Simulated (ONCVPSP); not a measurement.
Pseudopotential generation for Ta: ONCV, PBE, scalar-relativistic.

tantalum, optimised norm-conserving Vanderbilt (ONCV), made with ONCVPSP 4.0.1 (PBE, scalar-relativistic). Core [Kr] 4d10 4f14, reference 5s2 5p6 5d3 (charge +2). Waves: 5s: rc 1.65 bohr, ncon 5, nbas 8, qcut 7.1 1/bohr, 2 projectors, debl 3.4 Ha; 5p: rc 1.45 bohr, ncon 4, nbas 9, qcut 6.2 1/bohr, 2 projectors, debl 2.7 Ha; 5d: rc 2.45 bohr, ncon 4, nbas 9, qcut 7 1/bohr, 3 projectors, debl 1.9 Ha. Local part: polynomial inside 1.10 bohr (lpopt 5, dvloc0 0 Ha). Core correction: polynomial model core, fcfact 0.55.

Task: Does the generator finish with these settings?

Result: Yes, a potential is produced and its reference levels are reproduced.

Task: Estimate the cutoffs (Ha) at which the residual kinetic energy of the hardest occupied pseudo-wave falls to 1 and 0.1 mHa per electron.

Result: 24 Ha and 120 Ha.

Task: What does a ghost test show?

Result: No bound ghost flagged; GHOST(+) flagged for s at 79.3 eV.

Task: Tests: 5s2 5p6 5d3 6s2; 5s2 5p6 5d3 6s1; 5s2 5p6 5d2; 5s2 5p5 5d3 6s2. Which has the largest error in its energy relative to the reference configuration, and how large is it?

Result: 5s2 5p5 5d3 6s2, with -133 meV (all-electron minus pseudo) on +21.54 eV.
